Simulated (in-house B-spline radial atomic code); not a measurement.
Excitations of the potassium ion K⁷⁺ by several methods

Full response, energies in eV; labels give the largest channel, * marks a mixed state, a dash one above the method's threshold, and an imaginary frequency an unstable closed-shell reference. Computed with an all-electron radial atomic-structure program (B-spline basis): linear response of the closed shell [Ne] 3s2 with each method's own kernel (bare exchange for TDHF, static screening on G0W0 levels for BSE, the adiabatic kernel for functionals); scalar-relativistic (spin-free one-electron X2C), finite nucleus, no spin-orbit coupling, no double excitations, S, P, D and F terms only.

```
           method  3s → 3p 3P  3s → 3p 1P  3s → 3d 3D  α (bohr³)
             TDHF      13.616      23.542       44.15       1.57
   BSE on G0W0@HF      15.318      24.267       46.89      1.435
         LDA VWN5      16.008      24.077       43.62      1.445
              PBE      15.408      23.927       42.75      1.479
             PBE0      15.111      23.776       43.22      1.508
  B3LYP (VWN-RPA)      15.077      23.990       43.02      1.474
        CAM-B3LYP      15.109      24.025       43.22      1.471
          LC-wPBE      15.272      23.859       43.03      1.487
            wB97X      15.786      24.024       43.78      1.474
            HSE06           ?           ?           ?          ?
        BHandHLYP      14.568      23.845       43.43      1.506
             BLYP      15.114      24.111       42.44      1.453
           PBEsol      15.329      23.866       42.82      1.482
             BP86      15.437      23.940       42.76      1.477
LDA exchange-only      15.065      24.168       42.83       1.44
            B97-1           ?           ?           ?          ?
             RPBE      15.005      23.693       42.37      1.512
             OLYP      13.566      23.245       41.49      1.566
```

(1) What does HSE06 give?

(2) What does B97-1 give?

Answers

(1) 3s → 3p 3P: 15.332; 3s → 3p 1P: 23.929; 3s → 3d 3D: 43.28; α: 1.489 (eV, bohr³).

(2) 3s → 3p 3P: 15.281; 3s → 3p 1P: 23.706; 3s → 3d 3D: 43.46; α: 1.514 (eV, bohr³).
